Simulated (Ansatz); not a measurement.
Start from `[NH]=[Nb]([NH2])([F])[F]` and change one element to get `[NH]=[V]([NH2])([F])[F]`.

Ansatz, PBE0-D4/def2-TZVP geometries, multiplicity 1. Each molecule was computed in one conformer, which needn't be the lowest.

Elements past krypton have def2 core potentials. Scalar relativity is left out up to krypton.

| property | `[NH]=[Nb]([NH2])([F])[F]` |
| --- | --- |
| size of the dipole moment (ωB97M-V/def2-TZVPP) / D | 2.47 |
| HOMO–LUMO gap (PBE/def2-TZVPP) / eV | 4.75 |
| size of the dipole moment (PBE/def2-TZVPP) / D | 2.45 |
| LUMO energy (PBE/def2-TZVPP) / eV | -2.02 |
| LUMO energy (PBE0/def2-TZVPP) / eV | -1.17 |
| HOMO–LUMO gap (B3LYP/def2-TZVPP) / eV | 6.53 |

Give the same properties after the change, and the shifts. (Estimate.)

Ansatz gave: 
```
                                          property  `[NH]=[V]([NH2])([F])[F]`  shift
size of the dipole moment (ωB97M-V/def2-TZVPP) / D                       3.14   0.67
               HOMO–LUMO gap (PBE/def2-TZVPP) / eV                       3.76  -0.99
    size of the dipole moment (PBE/def2-TZVPP) / D                       2.93   0.48
                 LUMO energy (PBE/def2-TZVPP) / eV                      -3.33  -1.31
                LUMO energy (PBE0/def2-TZVPP) / eV                      -2.42  -1.25
             HOMO–LUMO gap (B3LYP/def2-TZVPP) / eV                       5.59  -0.94
```

With PBE0 the HOMO falls by 0.32 eV and the LUMO falls by 1.25 eV, so the gap narrows by about 0.93 eV. PBE moves the HOMO by -0.32 eV and ωB97M-V by -0.31 eV. Dipoles are sizes alone; their direction can turn.

B3LYP here is the variant with VWN-RPA as its local correlation; programs differ in this.
